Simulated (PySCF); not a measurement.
**CuH: mean field, correlation and small terms against distance**

State: ¹Σ⁺, singlet, closed shell. RHF-based CCSD(T) in PySCF 2.14 with Cu cc-pVTZ-PP with ECP10, H cc-pVTZ and Cu cc-pVQZ-PP with ECP10, H cc-pVQZ (frozen core orbitals: 4; scalar-relativistic core potentials). Correlation energies are extrapolated as n⁻³ (n = 3, 4), Hartree–Fock as (n+1)·exp(−9√n). CV is the change on freezing 0 orbitals instead, in Cu cc-pwCVTZ-PP with ECP10, H cc-pVTZ. All energies in eV from Cu (3d10 4s1) + H.

```tsv
R (Å)	HF/CBS	CCSD corr.	(T)	CV	total
1.2933	-1.011	-1.440	-0.1326	-0.0070	-2.590
1.3521	-1.226	-1.379	-0.1265	-0.0063	-2.738
1.4109	-1.364	-1.320	-0.1193	-0.0053	-2.809
1.4697	-1.440	-1.264	-0.1115	-0.0043	-2.821
1.5285	-1.469	-1.212	-0.1036	-0.0033	-2.788
1.6020	-1.451	-1.153	-0.0940	-0.0021	-2.700
1.6755	-1.390	-1.101	-0.0851	-0.0010	-2.576
```

A fit to the total gives Re = 1.4535 Å, De = 2.822 eV, ωe = 1949.6 cm⁻¹, Be = 8.044 cm⁻¹ (masses 62.9296 and 1.0078 u).

At R = 1.4697 Å the CCSD correlation energy is -0.490941 hartree in the smaller basis and -0.527616 in the larger. Extrapolate it.

(4³·E4 − 3³·E3)/(4³ − 3³) = -0.55438 hartree; the larger basis holds 95.2 % of it.

The T1 diagnostic is 0.040, large enough to doubt a single reference. The open-shell atoms are computed with UHF. Spin–orbit coupling, excitations beyond (T) and corrections to the Born–Oppenheimer picture are left out.
